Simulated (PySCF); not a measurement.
C2H6F2Si, SMILES C[C@@H](F)[SiH2]F. Atoms are numbered in the order given.

```xyz
11

C     -1.9838     0.5025     0.5372
C     -0.8176     0.1011    -0.3533
F     -0.4423     1.1931    -1.1598
Si     0.7286    -0.4264     0.6288
F      1.8808    -0.9663    -0.4066
H     -2.3430    -0.3637     1.1295
H     -2.8286     0.8718    -0.0790
H     -1.6972     1.3114     1.2402
H     -1.1281    -0.7261    -1.0347
H      1.2700     0.7626     1.3660
H      0.3888    -1.5496     1.5685
```
Charge 0, spin multiplicity 1.

Coordinates come from a PBE-D3(BJ)/def2-SVP optimisation. The structure was generated by enumeration; whether it is a known compound was not checked. The values are those of a single conformer.

All values below come from PBE-D3(BJ)/def2-SVP (PySCF).

Frequencies are harmonic and unscaled.

Computed vibrational spectrum:
```csv
mode,ν (cm⁻¹),IR (km/mol),moving atoms (share of kinetic energy)
1,71,1.0,"F 50 %, H 20 %, Si 17 %, C 14 %"
2,130,1.3,"F 60 %, C 18 %, H 13 %, Si 9 %"
3,209,2.1,H 83 %
4,269,1.1,"H 32 %, F 28 %, C 24 %, Si 15 %"
5,277,10.4,"F 35 %, H 31 %, C 20 %, Si 15 %"
6,409,7.9,"C 41 %, H 29 %, F 25 %"
7,553,33.9,"H 49 %, Si 27 %, C 13 %, F 12 %"
8,680,39.1,"H 47 %, C 30 %, Si 19 %"
9,725,2.5,H 88 %
10,833,19.5,"H 45 %, F 41 %, Si 13 %"
11,865,56.6,"H 43 %, C 29 %, F 24 %"
12,897,144.8,"H 75 %, Si 13 %"
13,917,102.1,"H 72 %, Si 17 %, F 8 %"
14,971,78.3,"H 72 %, C 16 %"
15,1051,46.8,"C 64 %, H 20 %, F 16 %"
16,1101,8.8,"C 55 %, H 40 %"
17,1229,5.9,"H 61 %, C 37 %"
18,1287,2.9,"H 86 %, C 13 %"
19,1336,10.2,"H 76 %, C 24 %"
20,1400,6.4,H 96 %
21,1427,5.1,H 96 %
22,2169,95.2,H 97 %
23,2193,110.0,H 96 %
24,2948,20.5,H 92 %
25,2970,9.9,H 97 %
26,3061,9.9,"H 90 %, C 10 %"
27,3068,8.9,"H 91 %, C 9 %"
```
